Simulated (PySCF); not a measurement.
The complex [MnF6]3- (charge -3) contains Mn(III), shell d4. The structure is a PBE0-D3(BJ)/def2-SVP, IEF-PCM water geometry optimised for multiplicity 5; coordination octahedral, point group D4h, metal–donor distances 1.88–2.09 Å.

Method (PySCF 2.14, density fitting): CASSCF(4,5) with orbitals averaged over all microstates of the shell, strongly contracted NEVPT2 on the averaged canonical orbitals; basis x2c-TZVPall on the metal, x2c-SVPall elsewhere; spin-free X2C; IEF-PCM water; spin-orbit coupling by state interaction with the mean-field operator over all roots.

CASSCF energies above the lowest CASSCF root:

| state | CASSCF / cm⁻¹ |
| --- | --- |
| 5B1g (from 5Eg) | 0 |
| 5A1g (from 5Eg) | 7370 |
| 5B2g (from 5T2g) | 15058 |
| 3Eg (from 3T1g) | 16304 |
| 5Eg (from 5T2g) | 16665 |
| 3A2g (from 3T1g) | 17276 |
| 3B1g (from 3Eg) | 23062 |
| 3A2g (from 3T1g) | 25078 |
| 3Eg | 25798 |
| 3A1g | 26094 |
| 1Eg (from 1T2g) | 27794 |
| 1A1g (from 1Eg) | 28570 |
| 1B2g (from 1T2g) | 28804 |
| 3B1g | 29208 |
| 3B2g (from 3T2g) | 29429 |
| 3Eg | 29549 |
| 1B1g (from 1Eg) | 29622 |
| 3A1g | 31656 |
| 1A1g | 34586 |
| 3B1g | 35084 |
| 1Eg (from 1T2g) | 35547 |
| 1B1g (from 1A2g) | 36832 |

Problem. How does dynamic correlation (SC-NEVPT2) move these states?

Solution. 
| state | NEVPT2 / cm⁻¹ | shift / cm⁻¹ |
| --- | --- | --- |
| 5B1g (from 5Eg) | 0 | 0 |
| 5A1g (from 5Eg) | 8504 | +1134 |
| 5B2g (from 5T2g) | 18241 | +3182 |
| 3Eg (from 3T1g) | 12711 | -3593 |
| 5Eg (from 5T2g) | 20045 | +3380 |
| 3A2g (from 3T1g) | 14125 | -3151 |
| 3B1g (from 3Eg) | 22082 | -980 |
| 3A2g (from 3T1g) | 23260 | -1818 |
| 3Eg | 24327 | -1471 |
| 3A1g | 25023 | -1071 |
| 1Eg (from 1T2g) | 23557 | -4237 |
| 1A1g (from 1Eg) | 25111 | -3459 |
| 1B2g (from 1T2g) | 24388 | -4416 |
| 3B1g | 26960 | -2248 |
| 3B2g (from 3T2g) | 28460 | -969 |
| 3Eg | 28832 | -716 |
| 1B1g (from 1Eg) | 26678 | -2944 |
| 3A1g | 30565 | -1090 |
| 1A1g | 30027 | -4560 |
| 3B1g | 33726 | -1358 |
| 1Eg (from 1T2g) | 33447 | -2100 |
| 1B1g (from 1A2g) | 35230 | -1602 |

No frequencies were computed for the optimised geometry. NEVPT2 lifts 5B2g (from 5T2g) from 15058 to 18241 cm⁻¹; on the d shell alone it tends to overshoot states that fill the eg-type orbitals. NEVPT2 on the d shell alone tends to put d–d bands too high for such charged or covalently bound ions. Gaps between spin states lean to high spin in this active space.
